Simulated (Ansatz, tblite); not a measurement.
Forces on PbO₂ at its r2SCAN-D4/def2-TZVP geometry. Total charge 0; singlet.

In the def2 sets Pb takes a core potential; there is no spin–orbit coupling. The xTB rows come from tblite. The structure holds 1 bond(s) between oxygen atoms. The structure comes from a short search, and lower isomers may exist.

GFN1-xTB (tblite), largest force 1.99 eV/Å:

```xyz
3
positions Å, forces eV/Å
Pb   -0.189    0.059    1.280   -0.044    0.014    0.297
O     0.565    0.574   -0.598   -1.194   -1.566   -0.256
O    -0.376   -0.633   -0.682    1.238    1.552   -0.041
```

GFN2-xTB (tblite), largest force 2.24 eV/Å:

```
Pb -0.053 0.017 0.362
O -1.345 -1.767 -0.302
O 1.399 1.751 -0.060
```

PBE-D4/def2-TZVP (Ansatz), largest force 0.71 eV/Å:

```
Pb -0.103 0.032 0.699
O 0.262 0.254 -0.331
O -0.159 -0.286 -0.368
```
